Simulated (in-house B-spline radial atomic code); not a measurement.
BSE on G0W0@HF excitations of Nb⁵⁺

Method: BSE on G0W0@HF. Computed with a B-spline radial code for spherical atoms: linear response of the closed shell [Ar] 3d10 4s2 4p6 with a statically screened interaction on G0W0 levels; scalar-relativistic (spin-free one-electron X2C), finite nucleus, no spin-orbit coupling, no double excitations, S, P, D and F terms only; shells from n = 2 respond. Only terms of natural parity with L up to 3 were computed.

Command:
```bash
python run_td.py task.json out
```
Settings (radii: box in bohr, nucleus in fm):
```
Z                        41
electrons                36
configuration            [Ar] 3d10 4s2 4p6
hamiltonian              x2c
method                   bse
box_radius               16.35
rms_radius               4.324
intervals                71
```

Cost of the run: 4 s on 1 thread of Arm Neoverse N1, on a shared host.

The lowest states, in the order of their Tamm-Dancoff energies; the method's threshold (minus the highest G0W0 level) is 103.21 eV. Labels give the largest channel, * marks a mixed state, and oscillator strengths are full-response dipole values. Energies in eV:

```
     state  full response  Tamm-Dancoff  oscillator strength
4p → 4d 3P          34.70         34.77                    -
4p → 4d 3F          35.50         35.66                    -
4p → 4d 1F          38.29         38.32                    -
4p → 4d 1P          46.39         48.09                 5.62
4p → 5s 3P              ?             ?                    -
4p → 5s 1P          51.32         51.34                0.542
4p → 5p 3S          57.23         57.25                    -
4p → 5p 3D          58.37         58.39                    -
4p → 5p 1D              ?             ?                    -
4p → 5p 1S          61.00         61.19                    -
4s → 4d 3D          61.84         61.89                    -
4s → 4d 1D          65.80         65.90                    -
4p → 4f 3D          68.91         68.91                    -
4p → 5d 3P          69.82         69.83                    -
4p → 5d 3F          70.13         70.14                    -
4p → 4f 1D          70.25         70.34                    -
```

(1) Where does 4p → 5p 1D lie?

(2) Where does 4p → 5s 3P lie?

(3) How large is the singlet-triplet splitting of 4p → 4d (F terms) in Tamm-Dancoff?

(4) What polarisabilities and dispersion coefficient does the method give?

Answers

(1) At 58.84 eV in full response, 58.85 eV in Tamm-Dancoff.

(2) At 50.52 eV in full response, 50.53 eV in Tamm-Dancoff.

(3) 2.66 eV, from the unrounded values.

(4) Dipole 2.241 bohr³, quadrupole 3.668 bohr⁵, C6 7.005 hartree·bohr⁶ for two such species.
